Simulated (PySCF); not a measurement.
Can point charges reproduce the dipole moment of `C=C[C@@H]([SiH2]C#N)[C@H](F)[SiH3]`?

Coordinates (GFN2-xTB, Å) and charges (e) from the PBE0/pcSseg-1 density (PySCF):

```tsv
atom	x	y	z	Mulliken	IAO	Hirshfeld	ESP-fitted
C1	-2.097	-1.265	-1.109	-0.1102	-0.3143	-0.0951	-0.4312
C2	-1.452	-0.840	-0.037	-0.2121	-0.1435	-0.0444	-0.1640
C3	-0.131	-0.142	-0.063	-0.5489	-0.3814	-0.1126	-0.0811
Si4	-0.428	1.736	0.213	+0.7484	+0.7643	+0.3722	+0.2491
C5	-1.256	2.302	-1.364	-0.1915	-0.1544	-0.0339	+0.2147
N6	-1.757	2.653	-2.332	-0.2066	-0.1986	-0.2024	-0.4016
C7	0.815	-0.667	1.015	-0.0253	-0.0839	-0.0194	-0.0475
F8	0.651	0.103	2.176	-0.3428	-0.3313	-0.1039	-0.2039
Si9	2.674	-0.628	0.532	+0.4968	+0.5951	+0.3173	+0.3605
H10	-1.694	-1.135	-2.100	+0.1186	+0.1508	+0.0492	+0.2006
H11	-3.056	-1.750	-1.042	+0.1241	+0.1588	+0.0525	+0.1889
H12	-1.881	-0.974	0.948	+0.1193	+0.1466	+0.0471	+0.1625
H13	0.327	-0.296	-1.045	+0.1682	+0.1521	+0.0481	+0.1146
H14	-1.359	1.986	1.309	-0.0322	-0.0895	-0.0553	-0.0107
H15	0.830	2.473	0.326	-0.0465	-0.0985	-0.0595	-0.0304
H16	0.521	-1.681	1.318	+0.1468	+0.1510	+0.0427	+0.1217
H17	3.001	0.720	0.071	-0.0701	-0.1087	-0.0676	-0.0811
H18	2.841	-1.605	-0.544	-0.0703	-0.1138	-0.0687	-0.0893
H19	3.443	-0.981	1.721	-0.0657	-0.1008	-0.0660	-0.0717
```

**Question.** Form Σ q r in debye for every column and set it beside the full dipole.

**Answer.** The full density gives (1.91, -2.64, 1.75) D, 3.69 D in size; dipole vectors point from the negative to the positive end.

```
    scheme    μx     μy    μz  size (D)  share of the full size (%)  angle to the full dipole (°)
  Mulliken  3.24  -2.12  0.84      3.96                         107                            25
       IAO  2.86  -2.13  0.74      3.64                          99                            23
 Hirshfeld  1.87  -1.93  1.70      3.18                          86                             8
ESP-fitted  1.91  -2.67  1.72      3.71                         100                             1
```

**Question.** Which set comes closest?

**Answer.** Length of the difference vector: ESP-fitted 0.04 D, Hirshfeld 0.70 D, IAO 1.48 D, Mulliken 1.69 D. Closest: ESP-fitted. The schemes that divide the density aren't constrained to reproduce the dipole.

**Question.** What is left for the Hirshfeld atoms' own dipoles?

**Answer.** The Hirshfeld atoms' densities add up to the full density, so μ = Σ q r + Σ (atomic dipoles). The atomic dipoles sum to (1.91, -2.64, 1.75) − (1.87, -1.93, 1.70) = (0.04, -0.71, 0.05) D, 0.70 D in size.

**Question.** With the origin at the mean of the coordinates, (-0.001, 0.000, 0.000) Å, which are the largest single terms, by size, of the Hirshfeld dipole along the direction of the full one?

**Answer.** N6 +3.79, Si9 +3.17, Si4 -2.43, H19 -1.04, H18 -0.78 D; all 19 atoms together +3.15 D. The single terms depend on the origin, their sum doesn't.

**Question.** Give the size of the full dipole in other units.

**Answer.** 3.69 D = 1.453 au = 0.769 e·Å = 12.32 × 10⁻³⁰ C·m.

Geometry: GFN2-xTB, one conformer, isolated molecule.

The run behind these numbers computed NMR shieldings as well. On an Arm Neoverse N1 with one thread, no GPU (shared host), this took 81 s wall and 1.1 GiB of memory at its peak.

Shape of the structure used: `[CH2:1]=[CH:2][C@@H:3]([SiH2:4][C:5]#[N:6])[C@H:7]([F:8])[SiH3:9]`: C1–C2–C3–Si4 103°, C2–C3–Si4–C5 -70°, C2–C3–C7–F8 -91°.
